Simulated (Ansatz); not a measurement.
The cluster Ge₂O₄⁺. Total charge 1; doublet. Geometry PBE-D4/def2-SVP, basis def2-TZVP, Ansatz.

```xyz
6

Ge   -1.3442   -0.1538   -0.0399
Ge    0.9504    2.0246   -1.8791
O     0.5013   -1.2341    1.3036
O    -0.1011   -0.0526    1.6024
O     0.1189   -1.6038    0.0525
O    -0.1252    1.0197   -1.0395
```

```tsv
run	HOMO (eV)	LUMO (eV)
A	-15.10	-6.05
B	-12.78	-8.31
C	-12.47	-8.43
D	-13.88	-7.27
E	-11.20	-9.43
F	-10.69	-9.54
```

LC-ωPBE has ω = 0.4 bohr⁻¹. The structure holds 2 bonds between oxygen atoms, so isomers without such links may lie far lower. Another isomer (doublet) lies 0.27 eV lower at PBE0-D4/def2-TZVP; other spin states weren't run for this one.

HOMO and LUMO are taken over both spins.

Problem. The runs used CAM-B3LYP, LC-ωPBE, PBE, PBE0, r2SCAN, r2SCAN0. Estimate which is which.

Solution. A LC-ωPBE (range-separated); B r2SCAN0 (25 % exact exchange); C PBE0 (25 % exact exchange); D CAM-B3LYP (range-separated); E r2SCAN (0 % exact exchange); F PBE (0 % exact exchange). Exact exchange lowers occupied and raises empty levels; among semilocal functionals meta-GGAs tend to open the gap a little, and such runs are hard to tell apart. The gap grows from 1.16 eV (PBE) to 9.05 eV (LC-ωPBE).
